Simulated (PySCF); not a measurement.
# KTe and its ions

PBE0; basis K x2c-SVPall, Te x2c-SVPall; spin-free X2C with a Gaussian nucleus; PySCF 2.14. Neutral (UKS): doublet (π ↑), Re = 3.161 Å, ωe = 172 cm⁻¹, De = 2.17 eV, HOMO -4.06 eV, LUMO -2.10 eV.

KTe⁺ (UKS): triplet (π ↑↑), Re = 3.636 Å, ωe = 89.1 cm⁻¹, De = 0.50 eV to K⁺ + Te. The energies at the minima are -7394.63635 hartree for KTe and -7394.41426 for KTe⁺.

Q: Work out the adiabatic ionisation energy, without and with harmonic zero-point energies (1 hartree = 27.2114 eV, 1 eV = 8065.5 cm⁻¹), and the change of the bond length.

A: At PBE0: 0.22209 hartree = 6.043 eV between the minima; the zero-point term (89.1 − 172.0)/2 cm⁻¹ = -0.005 eV makes it 6.038 eV. Re changes by +47.5 pm against the neutral. The electron leaves a π orbital, and the ion is left as a loose complex of an ion and an atom.

Weak bonds: KTe⁺. Basis-set superposition, not corrected here, can be much of De in a small basis, most of all at correlated wavefunction levels. These are scalar-relativistic numbers at best; spin–orbit coupling would shift them, the dissociation energy most. For an ion De counts to the pair picked by the measured ionisation energies or electron affinities, which need not be the lowest pair at this level. States were picked by a PBE0 search and need not be the measured ground states.
